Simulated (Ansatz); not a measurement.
`BNBNC` + H₂ → `BNC` + `BN` at 400 K and 1 bar (hydrogenolysis of a B–N bond).

Gas-phase electronic energies from Ansatz, PBE0-D4/def2-TZVP geometries. CCSD(T)/CBS is the MP2 limit (def2-TZVPP, def2-QZVPP) plus CCSD(T) − MP2 in def2-TZVPP, frozen cores. This one scheme is used for every species. One conformer a species, not always the lowest.

```csv
species,CCSD(T)/CBS energy (Eh),H − E (kJ/mol),S (J/(mol·K))
`BNBNC`,-201.95888,316.2,360.4
H₂,-1.17544,38.0,139.0
`BNC`,-121.18426,222.8,289.6
`BN`,-81.93499,142.5,243.5
```

H − E and S are ideal-gas, rigid-rotor, harmonic terms from PBE0-D4/def2-TZVP, for one conformer and one mirror image of each species. The MP2-based limit puts H₂ 0.8 mEh under its directly extrapolated value; such offsets cancel only in part. 1 Eh = 2625.50 kJ/mol, R = 8.31446 J/(mol·K).

**Question.** By hand: ΔE, ΔH, ΔS and ΔG.

**Answer.** ΔE = (-121.18426) + (-81.93499) − (-201.95888) − (-1.17544) = 0.01507 Eh = 39.6 kJ/mol. Δ(H − E) = 222.8 + 142.5 − 316.2 − 38.0 = 11.1, so ΔH = 50.7 kJ/mol. ΔS = 289.6 + 243.5 − 360.4 − 139.0 = 33.7 J/(mol·K). ΔG = 50.7 − 400 × (33.7)/1000 = 37.2 kJ/mol.

**Question.** By hand: the equilibrium constant, and the temperature at which ΔG would vanish if ΔH and ΔS stayed fixed.

**Answer.** log₁₀ K = −ΔG/(RT ln 10) = -4.9. ΔG = 0 at ΔH/ΔS = 1504 K.

ΔH outweighs TΔS. A doubt of 5 kJ/mol in ΔE shifts log₁₀ K by 0.7 here. Other conformers and mirror images would add mixing entropy, several J/(mol·K) or more a flexible species. These are equilibria of isolated gas molecules and say nothing of rates. Largest T1 diagnostic: 0.013 (customary marks: 0.02 for closed shells, 0.045 for open ones).
